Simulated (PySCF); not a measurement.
**Which is lower?**

The two ends of one reaction step of GaH$_{5}$Se, singlet (PBE0-D4/def2-TZVP).

A:

```json
{"atom": "Ga1", "x (Å)": "-1.0970", "y (Å)": "-0.2875", "z (Å)": "-0.3400"}
{"atom": "H2", "x (Å)": "-0.6023", "y (Å)": "0.2090", "z (Å)": "-1.7497"}
{"atom": "H3", "x (Å)": "-1.1333", "y (Å)": "-1.8341", "z (Å)": "-0.0430"}
{"atom": "H4", "x (Å)": "-1.9610", "y (Å)": "0.6804", "z (Å)": "0.5529"}
{"atom": "H5", "x (Å)": "2.1119", "y (Å)": "-0.4432", "z (Å)": "0.0503"}
{"atom": "Se6", "x (Å)": "1.1985", "y (Å)": "0.1454", "z (Å)": "1.0383"}
{"atom": "H7", "x (Å)": "1.4570", "y (Å)": "1.4970", "z (Å)": "0.5252"}
```

B:

```tsv
atom	x (Å)	y (Å)	z (Å)
Ga1	-0.8776	-0.1403	0.1546
H2	0.9061	-0.3750	-2.0047
H3	-1.3294	-1.5931	-0.1908
H4	-1.3141	1.1654	-0.5787
H5	1.3578	-0.3735	-1.4067
Se6	0.5201	0.0456	2.0072
H7	0.6182	1.5067	1.9016
```

Program: PySCF 2.14 with density fitting (its default auxiliary sets; JK sets also for MP2 and CCSD(T)). Basis: def2-TZVPP. Cores are frozen in the correlated methods. Filled d shells of the heavier atoms are correlated. The def2 sets are not built for correlating such inner shells, so the correlated values are less sure here. B3LYP uses VWN-RPA correlation.

**Question.** Which structure is lower at CCSD(T), and by how much? (Judge from chemistry; the value comes from the calculation.)

**Answer.** By the calculation: B, by 0.560 eV (electronic energy, against the other). By their contacts, A is GaH₅Se ([GaH3][SeH2]) and B is a complex of GaH₃Se ([GaH2][SeH]) + H₂.

All methods give the same order:

```json
{"method": "SPW92", "E(B) − E(A) (eV)": "-0.373"}
{"method": "PBE-D4", "E(B) − E(A) (eV)": "-0.563"}
{"method": "r2SCAN-D4", "E(B) − E(A) (eV)": "-0.575"}
{"method": "PBE0-D4", "E(B) − E(A) (eV)": "-0.555"}
{"method": "B3LYP-D4", "E(B) − E(A) (eV)": "-0.597"}
{"method": "BHLYP-D4", "E(B) − E(A) (eV)": "-0.589"}
{"method": "wB97M-V", "E(B) − E(A) (eV)": "-0.568"}
{"method": "HF", "E(B) − E(A) (eV)": "-0.659"}
{"method": "MP2", "E(B) − E(A) (eV)": "-0.638"}
{"method": "CCSD", "E(B) − E(A) (eV)": "-0.550"}
{"method": "CCSD(T)", "E(B) − E(A) (eV)": "-0.560"}
```

The T1 diagnostic stays at or below 0.012.

Labels in which every atom is bracketed show which atoms are joined, not bond orders.

For scale, one of the runs: CCSD(T)/def2-TZVPP, 166 basis functions, launched by `OMP_NUM_THREADS=4 python run.py`. Time: 6.8 min of wall clock on 4 CPU threads of an Intel Xeon; the host was shared. Peak host memory: 1.7 GiB.
